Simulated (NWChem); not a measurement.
System: TiCl3, doublet; SMILES [Ti]([Cl])([Cl])[Cl]

The following NWChem deck was run.

```
start job
memory heap 200 mb stack 900 mb global 1100 mb
geometry units angstroms noautosym nocenter noautoz
  Ti     0.007348     0.019724     0.012286
  Cl     2.125685    -0.256932    -0.447029
  Cl    -0.871696    -0.977472     1.744166
  Cl    -1.239835     1.289857    -1.255157
end
basis spherical
  * library 6-31g*
end
dft
  odft
  mult 2
  xc xpbe96 cpbe96
  iterations 150
end
property
  efieldgrad
end
task dft property
```

Coordinates come from a PBE0/def2-SVP, spin-unrestricted optimisation. No stability test was run on the SCF state.

Vzz is the largest principal value of the second derivative of the potential at the nucleus (NWChem prints the opposite sign); η is the asymmetry. Non-relativistic.

Atoms are numbered as in the input.

Problem. Predict the main results of this run. (PBE/6-31G* (spherical d), spin-unrestricted.) Quantities: Vzz Ti1 (a.u.); η Ti1; Vzz Cl4 (a.u.); η Cl4.

Solution. 
* **Vzz Ti1 (a.u.)**: 0.515
* **η Ti1**: 0.03
* **Vzz Cl4 (a.u.)**: -0.317
* **η Cl4**: 0.94
